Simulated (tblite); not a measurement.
C8H16N2.
Cartesian coordinates in Å at the GFN2-xTB level; atoms count from 1:
```xyz
26
C8H16N2 angstrom
C     -2.240    1.508   -0.922
C     -2.235    0.040   -0.509
C     -2.686   -0.119    0.946
N     -0.907   -0.518   -0.723
C     -0.788   -1.955   -0.840
N      0.075    0.218   -0.198
C      1.246   -0.209    0.039
C      2.258    0.733    0.537
C      3.298    0.257    1.518
C      3.694    0.574    0.113
H     -3.244    1.915   -0.840
H     -1.568    2.071   -0.281
H     -1.899    1.607   -1.949
H     -2.918   -0.517   -1.162
H     -2.725   -1.170    1.226
H     -1.982    0.391    1.600
H     -3.673    0.313    1.088
H      0.042   -2.195   -1.508
H     -0.609   -2.440    0.128
H     -1.704   -2.351   -1.271
H      1.583   -1.238   -0.111
H      1.880    1.740    0.657
H      3.600    0.930    2.306
H      3.272   -0.780    1.818
H      4.272    1.465   -0.075
H      3.938   -0.248   -0.545
```

Computed values, GFN2-xTB/tblite, gas phase, harmonic and unscaled. Errors from tens to a few hundred cm⁻¹ against measured bands are possible. One conformer, not necessarily the lowest.

Harmonic wavenumbers (cm⁻¹): 45.5, 50.6, 100.7, 115.1, 132.0, 181.8, 191.9, 217.4, 228.6, 300.3, 335.0, 353.2, 392.2, 414.6, 463.8, 510.3, 581.1, 799.0, 808.6, 842.4, 865.1, 908.2, 928.1, 940.0, 946.0, 970.1, 1012.9, 1038.2, 1062.1, 1067.7, 1084.4, 1095.5, 1101.9, 1138.3, 1156.1, 1160.7, 1181.5, 1219.3, 1233.9, 1264.7, 1299.8, 1307.3, 1339.4, 1391.3, 1393.4, 1403.4, 1412.6, 1438.8, 1473.4, 1475.9, 1486.1, 1490.5, 1494.0, 1499.7, 1505.1, 1699.5, 2892.0, 2903.3, 2910.1, 2977.0, 3032.2, 3036.0, 3040.7, 3042.9, 3045.9, 3051.1, 3063.2, 3067.3, 3083.0, 3085.7, 3090.2, 3107.8.

A = 2564, B = 621.9, C = 583.2 MHz; mass 140.131 u (most abundant isotopes); point group C1, symmetry number 1.

What is the zero-point energy?

½Σν̃ = 49989 cm⁻¹ = 142.92 kcal/mol.

Entropy at 298.15 K, 1 bar (ideal gas, RRHO, classical rotation)?

Translation 40.75, rotation 30.23, vibration 37.71: S = 108.7 cal/(mol K).

And Cp and H(298.15 K) − H(0)?

Cp = 46.29 cal/(mol K), of which vibrations give 38.34 (their classical limit is 72 R = 143.1); H(298.15 K) − H(0) = 8.24 kcal/mol without the zero-point energy, 5.87 from vibrations.

Which modes carry the vibrational entropy at 298.15 K?

45.5 cm⁻¹: 5.00; 50.6 cm⁻¹: 4.79; 100.7 cm⁻¹: 3.44; 115.1 cm⁻¹: 3.18; 132.0 cm⁻¹: 2.92; 181.8 cm⁻¹: 2.31 cal/(mol K); the other 66 give 16.06 together.

Blend soft modes into free rotors: weight 1/[1 + (100 cm⁻¹/ν̃)⁴] for the oscillator and the rest for a rotor with moment μB/(μ + B), μ = h/(8π²ν), B = 10⁻⁴⁴ kg m². What vibrational entropy results?

34.69 cal/(mol K) in place of 37.71, which changes −T·S at 298.15 K by +0.90 kcal/mol.

How do the functions run with temperature in this model?

```
T (K)  S (cal/(mol K))  Cp (cal/(mol K))  H − H(0) (kcal/mol)  G − H(0) (kcal/mol)  ln q(vib)
  100             73.6              22.4                 1.47                -5.89       2.29
  200             92.9              34.1                 4.31               -14.26       5.75
  300            109.0              46.5                 8.33               -24.36       9.12
  500            138.9              72.0                20.26               -49.18      15.72
  800            178.9              98.1                46.10               -97.01      25.36
 1000            202.1             109.6                66.92              -135.15      31.45
```

q(vib) and H(0) count from the zero-point level.

Hindered rotation and anharmonicity are outside this model. Other conformers, if any are populated, would add a mixing term that is left out. The structure is chiral; the term R ln 2 for an equal mix with its mirror image is left out.
